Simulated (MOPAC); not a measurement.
Input file for MOPAC: PM7 on CH5Bi (SMILES [CH3][BiH2]), a point of a bond scan (R = 1.904 Å).

```
PM7 1SCF PRECISE CHARGE=0 THREADS=1
CH5Bi

Bi    -0.11442136 1    -0.13875822 1     0.14265198 1
H      0.10109638 1    -1.45634717 1    -1.06583804 1
H     -1.63440454 1     0.37932592 1    -0.67231832 1
C      1.15924493 1     1.32396943 1    -1.06349030 1
H      0.87187363 1     3.07418659 1    -0.37167050 1
H      0.87590674 1     1.28056262 1    -2.11058643 1
H      2.20387163 1     1.04548114 1    -0.94226535 1
```

The log:

```
*******************************************************************************
 **                                                                           **
 **                              MOPAC v23.2.5                                **
 **                                                                           **
 *******************************************************************************
 ** MOPAC's Digital Object Identifier: https://doi.org/10.5281/zenodo.6511958 **
 **                                                                           **
 ** Please cite the open-source release paper for use of this MOPAC version:  **
 ** J. E. Moussa and J. J. P. Stewart (2026)                                  **
 ** MOPAC: An open-source semiempirical molecular orbital program             **
 ** J. Open Source Softw., 11(119), 8025, https://doi.org/10.21105/joss.08025 **
 *******************************************************************************

                              PM7 CALCULATION RESULTS

 *******************************************************************************
 *  PM7        - The PM7 Hamiltonian to be used
 *
 *
 *
 *                 CHARGE ON SYSTEM = 0
 *
 *
 *
 *  PRECISE    - TIGHTER CRITERIA TO BE USED
 *  1SCF       - DO 1 SCF AND THEN STOP
 *  THREADS=1  - MULTI-THREADING NOT USED
 *  T=         - A TIME OF 172800.0 SECONDS REQUESTED
 *  DUMP=N     - RESTART FILE WRITTEN EVERY 7200.0 SECONDS REQUESTED
 *******************************************************************************
PM7 1SCF PRECISE CHARGE=0 THREADS=1
 CH5Bi

   ATOM   CHEMICAL          X               Y               Z
  NUMBER   SYMBOL      (ANGSTROMS)     (ANGSTROMS)     (ANGSTROMS)

     1      Bi         -0.11442136  *  -0.13875822  *   0.14265198  *
     2       H          0.10109638  *  -1.45634717  *  -1.06583804  *
     3       H         -1.63440454  *   0.37932592  *  -0.67231832  *
     4       C          1.15924493  *   1.32396943  *  -1.06349030  *
     5       H          0.87187363  *   3.07418659  *  -0.37167050  *
     6       H          0.87590674  *   1.28056262  *  -2.11058643  *
     7       H          2.20387163  *   1.04548114  *  -0.94226535  *



          CARTESIAN COORDINATES

    NO.       ATOM           X           Y           Z

     1        Bi         -0.1144     -0.1388      0.1427
     2         H          0.1011     -1.4563     -1.0658
     3         H         -1.6344      0.3793     -0.6723
     4         C          1.1592      1.3240     -1.0635
     5         H          0.8719      3.0742     -0.3717
     6         H          0.8759      1.2806     -2.1106
     7         H          2.2039      1.0455     -0.9423

 General Reference for PM7:
 "Optimization of Parameters for Semiempirical Methods VI: More Modifications to the
 NDDO Approximations and Re-optimization of Parameters", J. J. P. Stewart, J. Mol. Mod., 1:32, 19 (2013)
 https://link.springer.com/article/10.1007/s00894-012-1667-x

           Empirical Formula: C H5 Bi  =     7 atoms



      MOLECULAR POINT GROUP   :   C1


      RHF CALCULATION, NO. OF DOUBLY OCCUPIED LEVELS = 7



 ALL CONVERGERS ARE NOW FORCED ON
 SHIFT=10, PULAY ON, CAMP-KING ON
 AND ITERATION COUNTER RESET



 -------------------------------------------------------------------------------
 PM7 1SCF PRECISE CHARGE=0 THREADS=1
 CH5Bi



     1SCF WAS SPECIFIED, SO BFGS WAS NOT USED
     SCF FIELD WAS ACHIEVED


                              PM7 CALCULATION
                                                       MOPAC v23.2.5 Linux




          FINAL HEAT OF FORMATION =        127.00128 KCAL/MOL =     531.37335 KJ/MOL


          COSMO AREA              =        113.59 SQUARE ANGSTROMS
          COSMO VOLUME            =        103.33 CUBIC ANGSTROMS

          IONIZATION POTENTIAL    =          8.595524 EV
          HOMO LUMO ENERGIES (EV) =         -8.596  1.316
          NO. OF FILLED LEVELS    =          7
          MOLECULAR WEIGHT        =        226.0309         POINT GROUP:  C1

          MOLECULAR DIMENSIONS (Angstroms)

            Atom       Atom       Distance
            H     5    H     2     4.64776
            H     7    H     3     3.70102
           Bi     1    H     6     2.35058


          SCF CALCULATIONS        =          1





   ATOM   CHEMICAL          X               Y               Z
  NUMBER   SYMBOL      (ANGSTROMS)     (ANGSTROMS)     (ANGSTROMS)

     1      Bi         -0.11442136  *  -0.13875822  *   0.14265198  *
     2       H          0.10109638  *  -1.45634717  *  -1.06583804  *
     3       H         -1.63440454  *   0.37932592  *  -0.67231832  *
     4       C          1.15924493  *   1.32396943  *  -1.06349030  *
     5       H          0.87187363  *   3.07418659  *  -0.37167050  *
     6       H          0.87590674  *   1.28056262  *  -2.11058643  *
     7       H          2.20387163  *   1.04548114  *  -0.94226535  *

                             CARTESIAN COORDINATES

   1   Bi       -0.114421360    -0.138758220     0.142651980
   2    H        0.101096380    -1.456347170    -1.065838040
   3    H       -1.634404540     0.379325920    -0.672318320
   4    C        1.159244930     1.323969430    -1.063490300
   5    H        0.871873630     3.074186590    -0.371670500
   6    H        0.875906740     1.280562620    -2.110586430
   7    H        2.203871630     1.045481140    -0.942265350


           Empirical Formula: C H5 Bi  =     7 atoms



      MOLECULAR POINT GROUP   :   C1


                  EIGENVALUES
 -24.88203 -20.81624 -13.11970 -11.09313 -10.05122  -9.19187  -8.59552   1.31588
   1.53167   2.06528   2.14255   6.90521   7.68219  50.25808  50.38660  50.44108
  50.58195  50.74805


              NET ATOMIC CHARGES AND DIPOLE CONTRIBUTIONS

  ATOM NO.   TYPE          CHARGE      No. of ELECS.   s-Pop       p-Pop       d-Pop
    1         Bi           0.169560        4.8304     1.94267     2.87135     0.01641
    2          H           0.017696        0.9823     0.98230
    3          H           0.019917        0.9801     0.98008
    4          C          -0.616483        4.6165     1.12066     3.49583
    5          H           0.147083        0.8529     0.85292
    6          H           0.132273        0.8677     0.86773
    7          H           0.129954        0.8700     0.87005
 DIPOLE           X         Y         Z       TOTAL
 POINT-CHG.    -1.125    -0.483     0.919     1.531
 HYBRID         0.223    -0.106     0.250     0.351
 SUM           -0.903    -0.589     1.169     1.590


          ATOMIC ORBITAL ELECTRON POPULATIONS

     Atom    s        px        py        pz      x^2-y^2     xz        z^2       yz        xy
    1 Bi   1.94267   0.91563   0.88669   1.06903   0.00375   0.00366   0.00071   0.00588   0.00241
    2  H   0.98230
    3  H   0.98008
    4  C   1.12066   1.18169   1.13458   1.17956
    5  H   0.85292
    6  H   0.86773
    7  H   0.87005

 **********************
 *                    *
 * JOB ENDED NORMALLY *
 *                    *
 **********************




 == MOPAC DONE ==
```

The run finished.

Cost: around 0.10 core-seconds (rough).
